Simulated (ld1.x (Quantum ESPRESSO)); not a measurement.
**Configuration tests for scandium (Sc) (PAW)**

ld1.x (Quantum ESPRESSO) 7.5 input, shortened:

```
&input
   title='Sc', zed=21., rel=2, dft='BP', iswitch=3,
   config='[Ar] 3d1 4s0 4p0', rel_dist='average'
 /
 &inputp
   pseudotype=3, lpaw=.true., tm=.true., lloc=-1, rcloc=1.80,
   nlcc=.true., new_core_ps=.true.,
   which_augfun='PSQ', rmatch_augfun_nc=.true.
 /
6
3S  1  0   2.00   0.00  1.70  1.95  0.0
4S  2  0   0.00   0.00  1.70  1.95  0.0
3P  2  1   6.00   0.00  1.80  2.00  0.0
4P  3  1   0.00   0.00  1.80  2.00  0.0
3D  3  2   1.00   0.00  1.70  2.10  0.0
3D  3  2   0.00   1.70  1.70  2.10  0.0
 &test
   configts(1)='3s2 3p6 3d1 4s0 4p0'
 /
```

Open shells are filled in proportion to 2j + 1 (rel_dist='average').

Energies are relative to the spin-unpolarised reference configuration 3s2 3p6 3d1 4s0 4p0; without spin polarisation the order of configurations can differ from experiment.

| valence configuration | charge | ΔE all-electron (eV) | error AE − PS (meV) |
| --- | --- | --- | --- |
| 3s2 3p6 3d1 4s2 4p0 | 0 | -19.882 | -1.2 |
| 3s2 3p6 3d1 4s1 4p0 | +1 | -12.824 | -0.4 |
| 3s2 3p6 3d0 4s0 4p0 | +3 | 24.876 | +13 |
| 3s1 3p6 3d1 4s2 4p0 | +1 | 42.160 | +24 |
| 3s2 3p6 3d0 4s2 4p0 | +1 | -11.376 | +25 |
| 3s2 3p6 3d1.5 4s1.5 4p0 | 0 | -19.197 | -5.2 |

What are ΔE and the potential's error for 3s2 3p6 3d1 4s0 4p1?

ΔE = -9.372 eV all-electron; the error (AE − PS) is +0.5 meV.

Levels in the configuration 3s2 3p6 3d0 4s2 4p0:

```tsv
level	all-electron (eV)	pseudo (eV)
3s j=1/2	-67.600	-67.541
3p j=1/2	-46.266	-46.337
3p j=3/2	-45.732	-45.734
4s j=1/2	-11.453	-11.457
```

The ghost test of this file was not conclusive.
